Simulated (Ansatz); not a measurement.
Reaction (isomerisation): `OC[O][SnH3]` → `C[O][SnH2][OH]`

Isolated molecules relaxed with PBE0-D4/def2-TZVP in Ansatz; ΔE leaves out vibrations. CBS: MP2 limit from def2 TZ/QZ plus the TZ coupled-cluster correction, frozen cores. DFT in def2-TZVPP. B3LYP here is the variant with VWN-RPA as its local correlation; programs differ in this. def2 core potentials past Kr. For Sn outer-core shells are correlated without core-valence functions, which leaves a few kJ/mol of doubt a bond. One conformer a species, not always the lowest.

`OC[O][SnH3]`:

```xyz
10

O    -1.403    1.964   -0.253
C    -0.282    1.155   -0.118
O    -0.661   -0.186   -0.147
Sn    0.698   -1.605    0.023
H    -2.023    1.714    0.439
H     0.370    1.416   -0.962
H     0.251    1.380    0.825
H     1.480   -1.383    1.525
H    -0.220   -3.030   -0.054
H     1.790   -1.425   -1.277
```

`C[O][SnH2][OH]`:

```xyz
10

C    -0.853    1.378    0.589
O    -0.770    0.137   -0.061
Sn    0.944   -0.797   -0.263
O     0.383   -2.402   -1.223
H    -1.899    1.700    0.584
H    -0.263    2.158    0.087
H    -0.527    1.328    1.638
H     1.996    0.121   -1.245
H     1.556   -1.227    1.271
H    -0.566   -2.396   -1.377
```

```json
{"level": "r2SCAN-D4", "ΔE (eV)": "-0.72"}
{"level": "B3LYP-D4", "ΔE (eV)": "-0.73"}
{"level": "ωB97M-V", "ΔE (eV)": "-0.70"}
{"level": "PBE0", "ΔE (eV)": "-0.66"}
{"level": "CCSD/def2-TZVPP", "ΔE (eV)": "-0.71"}
{"level": "CCSD(T)/def2-TZVPP", "ΔE (eV)": "-0.72"}
{"level": "HF/CBS(def2)", "ΔE (eV)": "-0.72"}
{"level": "CCSD/CBS(def2)", "ΔE (eV)": "-0.81"}
```

(1) What does CCSD(T)/CBS give? (Estimate.)

Largest T1 diagnostic among the species: 0.014.

## Answers

(1) The calculation gave: -0.82 eV. The listed levels differ from it by 0.10, 0.09, 0.12, 0.16, 0.11, 0.10, 0.10, 0.01 eV.
